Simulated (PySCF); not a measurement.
Geometries of 3 isomers of C4H8Ge, from PBE0-D3(BJ)/def2-SVP geometry optimisation, gas phase in PySCF 2.14.0. One conformer each, no zero-point energy, no frequencies.

**Question.** Which is lowest in electronic energy at this level?
A.
```xyz
13
angstrom
C      1.917   -0.267    0.437
C      0.706   -0.052   -0.086
C     -0.074    1.248   -0.082
Ge    -1.687    0.122    0.188
C     -0.296   -1.096   -0.537
H      2.515    0.556    0.837
H      2.343   -1.273    0.484
H     -0.132    1.694   -1.090
H      0.248    2.014    0.635
H     -2.947    0.403   -0.653
H     -2.048   -0.131    1.662
H     -0.142   -2.118   -0.167
H     -0.400   -1.117   -1.635
```
B.
```xyz
13
angstrom
C      2.357    0.632   -0.331
C      1.106   -0.012    0.037
C      0.066   -0.555    0.349
C     -1.200   -1.162    0.704
Ge    -2.714    0.026    0.261
H      2.952    0.883    0.562
H      2.180    1.566   -0.886
H      2.972   -0.024   -0.967
H     -1.349   -2.114    0.168
H     -1.247   -1.389    1.782
H     -4.038   -0.647    0.678
H     -2.553    1.356    1.017
H     -2.728    0.290   -1.254
```
C.
```xyz
13
angstrom
C     -0.797   -1.107    0.300
C      0.537   -1.240    0.352
C      1.437   -0.079    0.026
Ge     0.148    1.362   -0.367
C     -1.424    0.205   -0.084
H     -1.444   -1.960    0.538
H      0.984   -2.201    0.632
H      2.104    0.172    0.867
H      2.090   -0.299   -0.835
H      0.227    2.537    0.626
H      0.257    1.912   -1.802
H     -2.040    0.111   -0.994
H     -2.091    0.588    0.705
```

**Answer.** C. That is `C1=C[CH2][GeH2][CH2]1`, 19.3 kcal/mol below the next.

| SMILES | atoms numbered as above | E (Eh) | relative (kcal/mol) | relative (kJ/mol) | dipole (D) |
| --- | --- | --- | --- | --- | --- |
| C1=C[CH2][GeH2][CH2]1 | [CH:1]1=[CH:2][CH2:3][GeH2:4][CH2:5]1 | -2233.40287 | 0.0 | 0.0 | 0.27 |
| C=C1[CH2][GeH2][CH2]1 | [CH2:1]=[C:2]1[CH2:3][GeH2:4][CH2:5]1 | -2233.37207 | 19.3 | 80.9 | 0.54 |
| CC#C[CH2][GeH3] | [CH3:1][C:2]#[C:3][CH2:4][GeH3:5] | -2233.34946 | 33.5 | 140.2 | 0.42 |

As drawn, the lowest has a C=C bond outside aromatic rings, which the highest lacks; the highest has a C≡C bond, which the lowest lacks.
